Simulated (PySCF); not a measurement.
Calculation: PySCF with B3LYP-D3(BJ)/def2-TZVP // r2SCAN-D4/def2-SVP. Gas-phase values, no solvent. B3LYP has the VWN-RPA correlation part, as in Gaussian. 

Reference species: [Y(Cl)3] (neutral, multiplicity 1).

```json
{
 "mean_distance_from_the_central_atom_to_its_bonded_neighbours": "2.443 Å",
 "coordination_number": "3",
 "LUMO": "-3.28 eV"
}
```

After one change: the mean distance from the central atom to its bonded neighbours falls by 0.443 Å; the coordination number stays essentially unchanged; the LUMO rises by 0.49 eV.

Which change was made? The new species is one of these.
A. [Y(Cl)(F)2]
B. [Y(F)3]
C. [Y(Cl)2(F)]

B, [Y(F)3]
